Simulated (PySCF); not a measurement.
Excitation energy of Mn by level of theory

Mn [Ar] 3d5 4s2 (6S) → Mn [Ar] 3d7 (4F), as a difference of total energies. All numbers are calculated (PySCF 2.14, scalar relativity by spin-free X2C-1e, in x2c-TZVPPall (6s5p4d2f1g, 64 functions)). Correlated levels: valence: [Ar] frozen; valence and next inner shell: [Ne] frozen. The calculations carry no spin-orbit coupling.

```tsv
method	excitation energy (eV)
UHF	9.121
LDA	4.636
PBE	4.512
PBE0	5.483
r2SCAN	5.310
wB97X	5.407
LC-wPBE	4.769
M06-2X	6.310
PW91	4.448
MP2 (valence)	6.017
SCS-MP2 (valence)	5.737
MP2 (valence and next inner shell)	5.225
SCS-MP2 (valence and next inner shell)	5.293
```

How much does correlation contribute at MP2 (valence and next inner shell)?

5.225 − (9.121) = -3.896 eV, measured against UHF.

A first-order spin-orbit estimate (lowest level to lowest level, LS coupling) adds -0.050 eV.
